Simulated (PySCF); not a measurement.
# A small calculation by hand: oscillator strength and radiative lifetime

CH7F2NSi2, SMILES C[Si](F)(F)[SiH2]N.

Coordinates come from a ωB97X-D3(BJ)/def2-SVP optimisation. This is a generated structure with no PubChem entry under its InChIKey; it may be hypothetical. One conformer was computed; it need not be the lowest.

PySCF with TDDFT-PBE/def2-SVPD puts the first singlet state with f over 0.02 at 6.04 eV (vertical), with the transition dipole (0.250, -0.012, 0.322) in atomic units.

Question: Find the oscillator strength, the wavelength and the radiative lifetime that this transition would have in vacuum if emission retraced absorption.

Answer: 
|μ|² = 0.1663 au, so |μ| = 1.04 D. ΔE = 6.04/27.211 = 0.2220 hartree. f = (2/3) ΔE |μ|² = 0.025 (the program prints 0.025).
λ = 1239.84/6.04 = 205 nm; ν = 48716 cm⁻¹.
Einstein's coefficient A = 0.6670 ν² f s⁻¹ (ν in cm⁻¹) = 3.9e7 s⁻¹, so τ = 1/A = 26 ns. This state is S3; the lower singlets have f = 0.005, 0.009. The figure is the radiative limit of this one transition; relaxation, internal conversion, crossing to triplets and a medium change what is measured.
